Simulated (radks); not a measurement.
Question: Coherent X-ray form factor from a spherical all-electron density. Calculated with a radial shooting solver on a logarithmic mesh with Libxc functionals: scalar-relativistic Kohn-Sham, LDA (Slater exchange, Perdew-Wang correlation), spin-polarised, spherical densities, finite nucleus; Fermi nuclear charge, rms radius of each element as measured or else 0.836 A^(1/3) + 0.57 fm.

sin(theta)/lambda (1/angstrom),f0 (electrons)
0.05,25.623
0.1,24.581
0.15,23.086
0.2,21.361
0.25,19.572
0.3,17.828
0.4,14.698
0.5,12.189
0.6,10.301
0.8,7.969
1,6.743
1.25,5.761
1.5,4.914
2,3.406

The species is in the configuration that NIST lists as its ground one. Which atom or ion scatters so?

Answer: The cobalt ion Co+, [Ar] 3d8. Extrapolating in s^2 from the first two rows gives f0(0) = 26.0, near the electron count 26; among species with that count, the fall with angle is slower the higher Z, and the table is that of Z = 27; from so few rows the species is fixed only to a neighbour or two.
